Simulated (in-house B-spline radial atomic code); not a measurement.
Inner levels of bismuth as electrons are removed. A shift is the extra binding of the orbital against the neutral atom ([Xe] 4f14 5d10 6s2 6p1/2(2) 6p3/2(1)). The density at the nucleus is averaged over the nuclear charge. Computed with a B-spline radial code for spherical atoms: Dirac-Hartree-Fock, jj configuration that fills j = l - 1/2 first, finite nuclei.

A number in brackets counts the electrons of a j subshell.

| ion | configuration | shift of 2p1/2 (eV) | shift of 4d3/2 (eV) | shift of 2p3/2 (eV) | radius of 2p1/2 (bohr) | radius of 4d3/2 (bohr) | radius of 2p3/2 (bohr) | Σ<r²> (bohr²) | change of density at nucleus (bohr⁻³) |
| --- | --- | --- | --- | --- | --- | --- | --- | --- | --- |
| Bi29+ | [Kr] 4d10 4f5/2(6) 4f7/2(2) | 950.9 | 872.05 | 950.35 | 0.053954 | 0.39046 | 0.062953 | 5.0635 | -3198.81 |
| Bi30+ | [Kr] 4d10 4f5/2(6) 4f7/2(1) | 1015.97 | 928.12 | 1015.66 | 0.053957 | 0.38758 | 0.062956 | 4.8198 | -2951.31 |
| Bi31+ | [Kr] 4d10 4f5/2(6) | 1082.54 | 985.12 | 1082.46 | 0.05396 | 0.3847 | 0.06296 | 4.5869 | -2691.64 |
| Bi32+ | [Kr] 4d10 4f5/2(5) | 1151.38 | 1040.08 | 1151.62 | 0.053962 | 0.38202 | 0.062963 | 4.367 | -2409.28 |
| Bi33+ | [Kr] 4d10 4f5/2(4) | 1221.71 | 1095.93 | 1222.27 | 0.053965 | 0.37936 | 0.062967 | 4.1562 | -2114.76 |
| Bi34+ | [Kr] 4d10 4f5/2(3) | 1293.52 | 1152.64 | 1294.43 | 0.053968 | 0.37672 | 0.062971 | 3.9539 | -1807.68 |
| Bi35+ | [Kr] 4d10 4f5/2(2) | 1366.82 | 1210.22 | 1368.08 | 0.05397 | 0.3741 | 0.062975 | 3.7598 | -1488.43 |
